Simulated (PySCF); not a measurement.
PySCF 2.14 output of an unrestricted PBE calculation on a single atom or ion in cc-pVDZ-X2C (8s7p5d3f1g, 84 functions), with the spin-free X2C one-electron Hamiltonian (Gaussian nucleus):

```
SCF conv_tol = 1e-09
number electrons alpha = 36  beta = 27
    J. P. Perdew, K. Burke, and M. Ernzerhof.,  Phys. Rev. Lett. 77, 3865 (1996)
    J. P. Perdew, K. Burke, and M. Ernzerhof.,  Phys. Rev. Lett. 78, 1396 (1997)
    J. P. Perdew, K. Burke, and M. Ernzerhof.,  Phys. Rev. Lett. 77, 3865 (1996)
    J. P. Perdew, K. Burke, and M. Ernzerhof.,  Phys. Rev. Lett. 78, 1396 (1997)
cycle= 1 E= -10843.2257961135  delta_E= 0.0182  |g|= 0.507  |ddm|= 0.789
cycle= 2 E= -10843.0791910114  delta_E= 0.147  |g|= 1.05  |ddm|= 1.01
cycle= 3 E= -10843.272900611  delta_E= -0.194  |g|= 0.0485  |ddm|= 0.65
cycle= 4 E= -10843.2734429381  delta_E= -0.000542  |g|= 0.0172  |ddm|= 0.113
cycle= 5 E= -10843.2735322721  delta_E= -8.93e-05  |g|= 0.00126  |ddm|= 0.028
cycle= 6 E= -10843.273532745  delta_E= -4.73e-07  |g|= 0.000126  |ddm|= 0.00214
cycle= 7 E= -10843.2735327578  delta_E= -1.27e-08  |g|= 1.23e-05  |ddm|= 0.000421
cycle= 8 E= -10843.2735327581  delta_E= -3.82e-10  |g|= 2.27e-06  |ddm|= 9.94e-05
converged SCF energy = -10843.2735327581  <S^2> = 24.753283  2S+1 = 10.000657
```

The run itself started from symmetry-adapted Hartree-Fock orbitals and held the occupation by maximum overlap, on a logarithmic radial grid, so the iterations belong to that start.

Problem. Which element, charge and spin multiplicity is this?

Solution. Eu (europium, neutral), multiplicity 10; the state was [Xe] 4f7 5d1 6s1, high-spin 10D determinant (an excited configuration).

Spin-orbit coupling, absent here, splits the open shell strongly.
